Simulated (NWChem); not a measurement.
System: C4H6Si; SMILES C([SiH3])(C#C)=C

Input file for NWChem:

```
start job
memory heap 200 mb stack 900 mb global 1100 mb
geometry units angstroms noautosym nocenter noautoz
  C      0.830737     2.389066     0.000000
  C      0.189526     1.360728     0.000000
  C     -0.483293     0.101958     0.000000
  C     -1.829332     0.016273     0.000000
  Si     0.597501    -1.448084     0.000000
  H      1.368549     3.309541     0.000000
  H     -2.460970     0.902039     0.000000
  H     -2.335943    -0.944847     0.000000
  H      1.467749    -1.476445    -1.205070
  H      1.467749    -1.476445     1.205070
  H     -0.290178    -2.642004     0.000000
end
basis spherical
  * library def2-svp
end
dft
  xc xpbe96 cpbe96
  iterations 150
end
cosmo
  do_cosmo_smd true
  solvent methanol
end
task dft energy
```

Output (shortened):

```
             Northwest Computational Chemistry Package (NWChem) 7.3.0
             --------------------------------------------------------

                             Geometry "geometry" -> ""
                             -------------------------

 Output coordinates in angstroms (scale by  1.889725989 to convert to a.u.)

  No.       Tag          Charge          X              Y              Z
 ---- ---------------- ---------- -------------- -------------- --------------
    1 C                    6.0000     0.83073700     2.38906600     0.00000000
    2 C                    6.0000     0.18952600     1.36072800     0.00000000
    3 C                    6.0000    -0.48329300     0.10195800     0.00000000
    4 C                    6.0000    -1.82933200     0.01627300     0.00000000
    5 Si                  14.0000     0.59750100    -1.44808400     0.00000000
    6 H                    1.0000     1.36854900     3.30954100     0.00000000
    7 H                    1.0000    -2.46097000     0.90203900     0.00000000
    8 H                    1.0000    -2.33594300    -0.94484700     0.00000000
    9 H                    1.0000     1.46774900    -1.47644500    -1.20507000
   10 H                    1.0000     1.46774900    -1.47644500     1.20507000
   11 H                    1.0000    -0.29017800    -2.64200400     0.00000000

 Effective nuclear repulsion energy (a.u.)     182.6094800660

  pbe96 is a nonlocal functional; adding pw91lda local functional.

                                 NWChem DFT Module
                                 -----------------

 Summary of "ao basis" -> "ao basis" (spherical)
 ------------------------------------------------------------------------------
       Tag                 Description            Shells   Functions and Types
 ---------------- ------------------------------  ------  ---------------------
 C                          def2-svp                 6       14   3s2p1d
 Si                         def2-svp                 8       18   4s3p1d
 H                          def2-svp                 3        5   2s1p

 in cosmo_initialize ...
 calling solv_data for solv:methanol

 solvent parameters
 solvname_short: methanol
 solvname_long:  methanol
 dielec:       32.6130
 dielecinf:     1.7657
 nonaqueous SMD model solvent descriptors
 dielec:       32.6130
 sola:          0.4300
 solb:          0.4700
 solc:          0.0000
 solg:         31.7700
 solh:          0.0000
 soln:          1.3288

          ---------------
          -cosmo- solvent
          ---------------
 Cosmo: York-Karplus, doi: 10.1021/jp992097l
 dielectric constant -eps-     =  32.61
 screen = (eps-1)/(eps    )    =   0.96934
 surface charge correction     = lagrangian

   van der Waals surface
 --------------------------

 ---------- ATOMIC COORDINATES (A.U.) ------------ VDWR(ANG.) --
     1    1.56986530    4.51468011    0.00000000     1.850
     2    0.35815221    2.57140306    0.00000000     1.850
     3   -0.91329134    0.19267268    0.00000000     1.850
     4   -3.45693622    0.03075151    0.00000000     1.850
     5    1.12911317   -2.73648197    0.00000000     2.470
     6    2.58618261    6.25412564    0.00000000     1.200
     7   -4.65055897    1.70460654    0.00000000     1.200
     8   -4.41429219   -1.78550193    0.00000000     1.200
     9    2.77364343   -2.79007649   -2.27725210     1.200
    10    2.77364343   -2.79007649    2.27725210     1.200
    11   -0.54835691   -4.99266362    0.00000000     1.200
 number of segments per atom =        128
 number of   points per atom =        128
 atom (   nspa,  nppa )
 ----------------------
    1 (     82,     0 )       0
    2 (     48,     0 )       0
    3 (     18,     0 )       0
    4 (     64,     0 )       0
    5 (     92,     0 )       0
    6 (     54,     0 )       0
    7 (     56,     0 )       0
    8 (     52,     0 )       0
    9 (     31,     0 )       0
   10 (     31,     0 )       0
   11 (     32,     0 )       0
 number of -cosmo- surface points =      560
 molecular surface =    137.310 angstrom**2
 molecular volume  =    122.170 angstrom**3
 -lineq- algorithm             =   0
 -bem- low  level              =   3
 -bem- from -octahedral-
 gaussian surface charge width =   4.50000
 degree of switching           =   1.00000
 switching function tolerance  =   0.00010
 atomic radii =
 --------------
    1  6.000  1.850
    2  6.000  1.850
    3  6.000  1.850
    4  6.000  1.850
    5 14.000  2.470
    6  1.000  1.200
    7  1.000  1.200
    8  1.000  1.200
    9  1.000  1.200
   10  1.000  1.200
   11  1.000  1.200
 ...... end of -cosmo- initialization ......

 nat:                    11
 ixmem:                  6636
 calling mnsol_interface()
 G(SMD-CDS) energy (kcal/mol)  =     2.171
 SMD-CDS SASA (angstrom**2)    =   162.528

            General Information
            -------------------
          SCF calculation type: DFT
          Wavefunction type:  closed shell.
          No. of atoms     :    11
          No. of electrons :    44
           Alpha electrons :    22
            Beta electrons :    22
          Charge           :     0
          Spin multiplicity:     1
          Use of symmetry is: off; symmetry adaption is: off
          Maximum number of iterations: 150
          AO basis - number of functions:   104
                     number of shells:    50
          Convergence on energy requested:  1.00D-06
          Convergence on density requested:  1.00D-05
          Convergence on gradient requested:  5.00D-04

              XC Information
              --------------
          PerdewBurkeErnzerhof Exchange Functional  1.000
            Perdew 1991 LDA Correlation Functional  1.000 local
           PerdewBurkeErnz. Correlation Functional  1.000 non-local

             Grid Information
             ----------------
          Grid used for XC integration:  medium
          Radial quadrature: Mura-Knowles
          Angular quadrature: Lebedev.
          Tag              B.-S. Rad. Rad. Pts. Rad. Cut. Ang. Pts.
          ---              ---------- --------- --------- ---------
          C                   0.70       49          12.0       434
          Si                  1.10       88          12.0       590
          H                   0.35       45          14.0       434
          Grid pruning is: on
          Number of quadrature shells:   554
          Spatial weights used:  Erf1

      Superposition of Atomic Density Guess
      -------------------------------------

 Sum of atomic energies:        -442.23346051

      Non-variational initial energy
      ------------------------------

 Total energy =    -444.901639
 1-e energy   =    -967.084892
 2-e energy   =     339.573773
 HOMO         =      -0.294796
 LUMO         =      -0.046739

   convergence    iter        energy       DeltaE   RMS-Dens  Diis-err
 ---------------- ----- ----------------- --------- --------- ---------
     COSMO gas phase
 d= 0,ls=0.0,diis     1   -444.8087255472 -6.27D+02  8.85D-03  4.11D-01
 d= 0,ls=0.0,diis     2   -444.8382051178 -2.95D-02  5.88D-03  1.07D-01
 d= 0,ls=0.0,diis     3   -444.8183040860  1.99D-02  3.59D-03  2.55D-01
 d= 0,ls=0.0,diis     4   -444.8521099627 -3.38D-02  1.11D-03  2.38D-02
 d= 0,ls=0.0,diis     5   -444.8551427741 -3.03D-03  2.46D-04  8.91D-04
  Resetting Diis
 d= 0,ls=0.0,diis     6   -444.8552512257 -1.08D-04  7.79D-05  5.88D-05
 d= 0,ls=0.0,diis     7   -444.8552573849 -6.16D-06  1.02D-04  1.45D-05
 d= 0,ls=0.0,diis     8   -444.8552414341  1.60D-05  7.49D-05  1.16D-04
 d= 0,ls=0.0,diis     9   -444.8552595893 -1.82D-05  7.08D-06  5.90D-07
 d= 0,ls=0.0,diis    10   -444.8552596551 -6.57D-08  2.53D-06  1.50D-07

   convergence    iter        energy       DeltaE   RMS-Dens  Diis-err
 ---------------- ----- ----------------- --------- --------- ---------
     COSMO solvation phase
 d= 0,ls=0.0,diis     1   -444.8562084375 -9.49D-04  2.42D-03  2.04D-03
 d= 0,ls=0.0,diis     2   -444.8564834826 -2.75D-04  5.59D-04  2.66D-03
 d= 0,ls=0.0,diis     3   -444.8567868523 -3.03D-04  2.14D-04  9.80D-04
 d= 0,ls=0.0,diis     4   -444.8569013670 -1.15D-04  9.09D-05  1.10D-04
 d= 0,ls=0.0,diis     5   -444.8569128256 -1.15D-05  3.82D-05  2.41D-05
 d= 0,ls=0.0,diis     6   -444.8569159120 -3.09D-06  1.13D-05  2.88D-06
 d= 0,ls=0.0,diis     7   -444.8569163128 -4.01D-07  2.83D-06  9.00D-08

         Total DFT energy =     -444.856916312759
      One electron energy =     -971.905314766020
           Coulomb energy =      388.466451260685
    Exchange-Corr. energy =      -44.329760355683
 Nuclear repulsion energy =      182.609480065993

             COSMO energy =        0.302227482266

 Numeric. integr. density =       43.999978518463

                                COSMO-SMD solvation results
                                ---------------------------

             internal energy in gas <Psi(g)|H|Psi(g)> =      -444.855259655068
         internal energy in solvent <Psi(s)|H|Psi(s)> =      -444.854381761398
                               delta internal energy  =         0.000877893671 (    0.55 kcal/mol)
   total free energy in solvent <Psi(s)|H+V/2|Psi(s)> =      -444.860376256692
 polarization energy contribution <Psi(s)|V/2|Psi(s)> =        -0.005994495295 (   -3.76 kcal/mol)
    total free energy in solvent including G(SMD-CDS) =      -444.856916312759
                       G(SMD-CDS) energy contribution =         0.003459943933 (    2.17 kcal/mol)
     1 M fixed-concentration free energy of solvation =        -0.001656657691 (   -1.04 kcal/mol)

                       DFT Final Molecular Orbital Analysis
                       ------------------------------------

 Vector   20  Occ=2.000000D+00  E=-2.964198D-01
              MO Center=  6.5D-01, -2.8D-01, -2.6D-08, r^2= 4.4D+00
   Bfn.  Coefficient  Atom+Function         Bfn.  Coefficient  Atom+Function
  ----- ------------  ---------------      ----- ------------  ---------------
    20      0.265983   2 C  pz               90      0.254949   9 H  s
    95     -0.254949  10 H  s                66     -0.216135   5 Si pz
     6      0.199392   1 C  pz               34      0.193567   3 C  pz
    69     -0.156543   5 Si pz               23      0.142344   2 C  pz
    91      0.142008   9 H  s                96     -0.142008  10 H  s

 Vector   21  Occ=2.000000D+00  E=-2.495128D-01
              MO Center=  4.0D-01,  1.4D+00,  2.0D-09, r^2= 2.9D+00
   Bfn.  Coefficient  Atom+Function         Bfn.  Coefficient  Atom+Function
  ----- ------------  ---------------      ----- ------------  ---------------
     4      0.356250   1 C  px               18      0.294013   2 C  px
     7      0.217596   1 C  px               19     -0.211599   2 C  py
     5     -0.208634   1 C  py               21      0.164609   2 C  px
    32     -0.136922   3 C  px               65     -0.137068   5 Si py
     8     -0.134809   1 C  py               22     -0.134168   2 C  py

 Vector   22  Occ=2.000000D+00  E=-2.320365D-01
              MO Center= -3.3D-01,  9.9D-01,  2.3D-09, r^2= 3.6D+00
   Bfn.  Coefficient  Atom+Function         Bfn.  Coefficient  Atom+Function
  ----- ------------  ---------------      ----- ------------  ---------------
     6      0.354201   1 C  pz               48     -0.344348   4 C  pz
    20      0.253718   2 C  pz               34     -0.247449   3 C  pz
    51     -0.243730   4 C  pz                9      0.230066   1 C  pz
    37     -0.166717   3 C  pz               23      0.152735   2 C  pz
    91     -0.074463   9 H  s                96      0.074463  10 H  s

 Vector   23  Occ=0.000000D+00  E=-7.964227D-02
              MO Center= -7.6D-01,  5.2D-01, -9.7D-10, r^2= 3.7D+00
   Bfn.  Coefficient  Atom+Function         Bfn.  Coefficient  Atom+Function
  ----- ------------  ---------------      ----- ------------  ---------------
    51      0.511427   4 C  pz               48      0.435854   4 C  pz
    37     -0.383266   3 C  pz               34     -0.319452   3 C  pz
     9      0.313853   1 C  pz                6      0.282221   1 C  pz
    23     -0.154824   2 C  pz               20     -0.145831   2 C  pz
    91     -0.117267   9 H  s                96      0.117267  10 H  s

 Vector   24  Occ=0.000000D+00  E=-1.276044D-02
              MO Center=  3.2D-01,  6.7D-01, -4.0D-09, r^2= 5.4D+00
   Bfn.  Coefficient  Atom+Function         Bfn.  Coefficient  Atom+Function
  ----- ------------  ---------------      ----- ------------  ---------------
    67      0.640525   5 Si px                7     -0.480718   1 C  px
    45      0.389731   4 C  s                21      0.378824   2 C  px
     4     -0.325453   1 C  px               18      0.325835   2 C  px
    60     -0.319941   5 Si s               101      0.317800  11 H  s
    22     -0.313929   2 C  py               68     -0.310137   5 Si py

 Vector   25  Occ=0.000000D+00  E= 1.339931D-02
              MO Center=  6.4D-01, -1.3D+00,  8.0D-10, r^2= 4.4D+00
   Bfn.  Coefficient  Atom+Function         Bfn.  Coefficient  Atom+Function
  ----- ------------  ---------------      ----- ------------  ---------------
    68     -1.352562   5 Si py               31      1.338545   3 C  s
   101     -0.888506  11 H  s                 3     -0.407451   1 C  s
    22      0.401675   2 C  py               86     -0.307681   8 H  s
    35      0.276023   3 C  px                7      0.245858   1 C  px
    65     -0.210749   5 Si py               49     -0.206558   4 C  px

     Multipole analysis of the density
     ---------------------------------

     L   x y z        total         alpha         beta         nuclear
     -   - - -        -----         -----         ----         -------
     0   0 0 0     -0.000000    -22.000000    -22.000000     44.000000

     1   1 0 0     -0.307425      0.008995      0.008995     -0.325415
     1   0 1 0     -0.010103     -0.578407     -0.578407      1.146710
     1   0 0 1      0.000000      0.000000      0.000000      0.000000

     2   2 0 0    -25.936935    -99.768974    -99.768974    173.601013
     2   1 1 0      2.013641     -2.237494     -2.237494      6.488628
     2   1 0 1      0.000000      0.000000      0.000000      0.000000
     2   0 2 0    -25.328718   -189.032016   -189.032016    352.735313
     2   0 1 1     -0.000000     -0.000000     -0.000000      0.000000
     2   0 0 2    -30.292086    -20.331920    -20.331920     10.371754
```

Level: PBE/def2-SVP, SMD on the gas-phase geometry. All runs use the structure optimised with B3LYP/6-31G* (spherical d). Solvent: methanol.
